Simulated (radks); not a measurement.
Values are calculated unless marked as measured or tabulated.
Tb33+, configuration [Ar] 3d10 4s2 4p2 (the NIST ground configuration).

Level of theory: Dirac Kohn-Sham, relativistic LDA (MacDonald-Vosko exchange, VWN5 correlation), spin-unpolarised, spherical densities, finite nucleus; open shells fill j = l - 1/2 first; Fermi nuclear charge, rms radius 5.06 fm (a radial shooting solver on a logarithmic mesh with Libxc functionals).

Energy parts (eV):
part                      energy
total                 -301702.64
kinetic                330303.24
electron-nucleus      -697799.80
Hartree                 70718.03
exchange-correlation    -4924.11

Orbitals (lengths in bohr, moments of r in powers of bohr; r(max) is where P^2 peaks):
orbital  occ.  eigenvalue (eV)      <r>      <r^4>   r(max)  small-component weight
1s1/2       2        -52768.08  0.02160  1.080e-06  0.01371                5.83e-02
2s1/2       2        -9829.532  0.09115  0.0001685  0.07791                1.30e-02
2p1/2       2        -9420.297  0.07599  0.0001036  0.05871                1.30e-02
2p3/2       4        -8679.989  0.08288  0.0001368  0.06460                1.21e-02
3s1/2       2        -3123.754   0.2364   0.006115   0.2191                4.25e-03
3p1/2       2        -2946.253   0.2255   0.005460   0.2060                4.20e-03
3p3/2       4        -2788.020   0.2379   0.006653   0.2181                3.93e-03
3d3/2       4        -2484.504   0.2093   0.004594   0.1720                3.81e-03
3d5/2       6        -2449.278   0.2132   0.004881   0.1753                3.74e-03
4s1/2       2        -1448.204   0.4810    0.09370   0.4727                1.78e-03
4p1/2       2        -1374.357   0.4793    0.09515   0.4697                1.73e-03
4p3/2       0        -1324.929   0.4973     0.1096   0.4891                1.66e-03

The highest occupied level is 4p1/2 at -1374.4 eV. For comparison, the ionisation energy in NIST's Atomic Spectra Database is 1393 eV (theoretical). In exact Kohn-Sham theory the highest level is minus the ionisation energy, but local and semilocal functionals leave it too shallow, through self-interaction and a potential that decays too fast; potentials with the right tail come closer. The density falls to 0.001 e/bohr^3 at r = 1.14 bohr. The electron density at the nucleus is 6.792e+05 e/bohr^3. Summed over all electrons, <r^2> = 2.140 bohr^2, which gives a Langevin (diamagnetic) susceptibility term of -1.7 x 10^-6 cm^3/mol.

Beside tabulated values, note that spin-unpolarised runs miss the spin-polarisation part of the exchange energy of open shells.
